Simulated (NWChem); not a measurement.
System: C6H9O, doublet; SMILES C1C(CC[CH]C1)=O

```xyz
16

O      0.0000     0.0000     2.3404
C      0.0000     0.0000     1.1335
C      0.3156     1.2458     0.3277
C     -0.3127     1.2510    -1.0663
C      0.0000     0.0000    -1.8151
C      0.3127    -1.2510    -1.0663
C     -0.3156    -1.2458     0.3277
H      0.0368     2.1222     0.9308
H      1.4173     1.2708     0.2321
H      0.0219     2.1378    -1.6301
H     -1.4120     1.3806    -0.9639
H      0.0000     0.0000    -2.9082
H     -0.0219    -2.1378    -1.6301
H      1.4120    -1.3806    -0.9639
H     -0.0368    -2.1222     0.9308
H     -1.4173    -1.2708     0.2321
```
Atoms are numbered in this order, from 1.

Computed with NWChem. Spin-unrestricted. In the optimisation the excess spin sits in b (C2, its own frame). Geometry: optimised at PBE0/def2-SVP, spin-unrestricted. No frequency run checked for a minimum. No stability test was run on the SCF state.

### Question
Estimate the computed values for B3LYP/aug-cc-pVDZ. Quantities: highest occupied level (eV); lowest empty minus highest occupied level, either spin (eV); dipole (D); <S²>.

### Answer
| Property | Result |
|---|---|
| highest occupied level (eV) | -5.39 |
| lowest empty minus highest occupied level, either spin (eV) | 3.73 |
| dipole (D) | 3.15 |
| <S²> | 0.754 |
